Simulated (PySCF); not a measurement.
Job file and geometry (Å, from GFN2-xTB) of an NMR shielding run on SMILES C1[Si@@H](B)[C@H](F)C=CC1, C5H10BFSi, GIAO PBE0/pcSseg-1 NMR shielding, non-relativistic, gas phase in PySCF 2.14.0, density-fitted response routines; density fitting, a coarse starting grid and PySCF grid level 2 are the driver's defaults:

```
$ OMP_NUM_THREADS=1 python probes_run.py task.json out

{"job": {"kind": "nmr", "xc": "PBE0", "basis": "pcSseg-1"}, "charge": 0, "multiplicity": 1}
B      2.844467    -0.338632     0.073072
Si     1.069970    -0.066526    -0.688428
C      0.104990     1.481514    -0.076115
C     -1.115490     1.101994     0.780123
C     -1.994885     0.121590     0.069710
C     -1.535943    -1.061450    -0.317125
C     -0.136589    -1.463486    -0.041155
F      0.155913    -2.685641    -0.629468
H      3.032077    -0.297938     1.227758
H      3.769702    -0.568826    -0.602386
H      0.870813    -0.119843    -2.152848
H     -0.241544     2.061735    -0.931700
H      0.746797     2.143447     0.506692
H     -1.680839     2.001825     1.029997
H     -0.760746     0.661421     1.717147
H     -3.012358     0.413286    -0.140669
H     -2.141334    -1.762288    -0.871704
H      0.016240    -1.615866     1.035444
```

Q: Write the output of this run.

A: 
```
coarse grid: 15432 points
cycle   1  E = -610.0129533886  dE =  8.184e-01  |g| = 5.338e-01  |ddm| = 3.802e+00
cycle   2  E = -609.9852715810  dE =  2.768e-02  |g| = 6.894e-01  |ddm| = 1.008e+00
cycle   3  E = -610.0714318362  dE = -8.616e-02  |g| = 7.334e-02  |ddm| = 5.912e-01
cycle   4  E = -610.0722662087  dE = -8.344e-04  |g| = 4.283e-02  |ddm| = 9.698e-02
cycle   5  E = -610.0727079315  dE = -4.417e-04  |g| = 9.953e-03  |ddm| = 4.253e-02
cycle   6  E = -610.0727312998  dE = -2.337e-05  |g| = 3.278e-03  |ddm| = 1.143e-02
cycle   7  E = -610.0727337939  dE = -2.494e-06  |g| = 7.490e-04  |ddm| = 3.710e-03
final grid: 144504 points
cycle   8  E = -610.1263815550  dE = -4.896e-05  |g| = 9.122e-03  |ddm| = 3.157e-02
cycle   9  E = -610.1263661933  dE =  1.536e-05  |g| = 1.258e-02  |ddm| = 1.885e-02
cycle  10  E = -610.1264019876  dE = -3.579e-05  |g| = 1.190e-03  |ddm| = 1.131e-02
cycle  11  E = -610.1264022869  dE = -2.993e-07  |g| = 2.721e-04  |ddm| = 1.372e-03
cycle  12  E = -610.1264022977  dE = -1.085e-08  |g| = 8.855e-05  |ddm| = 2.692e-04
cycle  13  E = -610.1264022996  dE = -1.928e-09  |g| = 3.346e-05  |ddm| = 1.181e-04
cycle  14  E = -610.1264022999  dE = -2.651e-10  |g| = 1.081e-05  |ddm| = 3.570e-05
converged SCF energy = -610.1264022999

GIAO shielding tensors (ppm)
atom      isotropic    diamagn.    paramagn.     s11        s22        s33       span
  0 B      -18.590     197.516    -216.106   -150.238    -56.613    151.082    301.320
  1 Si     397.965     880.250    -482.285    380.924    401.200    411.771     30.847
  2 C      179.118     252.181     -73.063    165.838    177.093    194.421     28.583
  3 C      160.930     248.209     -87.278    146.931    164.313    171.547     24.617
  4 C       52.582     256.206    -203.624    -53.056     50.757    160.045    213.101
  5 C       43.944     254.718    -210.774    -62.991     57.409    137.415    200.407
  6 C       94.062     249.826    -155.764     51.848     78.589    151.748     99.900
  7 F      415.879     473.548     -57.669    353.172    431.256    463.209    110.037
  8 H       20.696      29.843      -9.147      5.997     27.679     28.412     22.415
  9 H       20.828      29.021      -8.194      7.680     26.567     28.236     20.556
 10 H       27.670      29.015      -1.345     24.555     24.862     33.595      9.040
 11 H       30.970      31.062      -0.092     25.692     28.485     38.733     13.041
 12 H       30.764      31.112      -0.348     25.917     28.249     38.126     12.208
 13 H       29.078      30.069      -0.990     24.013     27.336     35.886     11.873
 14 H       30.080      31.345      -1.265     26.317     27.037     36.887     10.570
 15 H       25.551      30.655      -5.104     23.099     26.604     26.951      3.852
 16 H       24.979      30.855      -5.877     23.502     24.867     26.566      3.064
 17 H       26.106      30.952      -4.845     22.539     27.521     28.259      5.720
```

Size and cost of the density-fitted run: 193 basis functions, 80 s wall time on 1 thread of an Arm Neoverse N1, shared host; peak memory 0.86 GiB.
